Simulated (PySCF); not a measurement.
Exercise with solution: refractive index and permittivity of the vapour

Sn(Cl)3(NH2) (Cl3H2NSn), SMILES [NH2][Sn]([Cl])([Cl])[Cl].

Geometry: B3LYP-D3(BJ)/def2-SVP. The structure was generated by enumeration; whether it is a known compound was not checked. The def2 effective core potentials stand for the cores of Sn; spin–orbit coupling is left out. The values are those of a single conformer.

PBE/def2-TZVP in PySCF gives a mean static polarisability of 85.8 bohr³ and a dipole moment of 2.65 D. Take an ideal gas at 298.15 K and 1 bar, whether or not the substance is that volatile.

Q: Work out n − 1 in the optical limit and the static ε − 1.

A: 
Polarisability volume α' = 85.8 × 0.148185 = 12.71 Å³. Number density N = p/kT = 2.43e-5 Å⁻³.
Dilute limit of Lorentz–Lorenz: n − 1 = 2π N α' = 0.0019.
Orientation term of Debye: μ²/(3kT) = 8.098 Å³ × μ²(D²) = 56.87 Å³.
ε − 1 = 4π N (α' + μ²/3kT) = 0.021. Orientation of the dipole supplies 82 % of the static response; it can't follow optical fields. Vibrational polarisation and dispersion are left out.
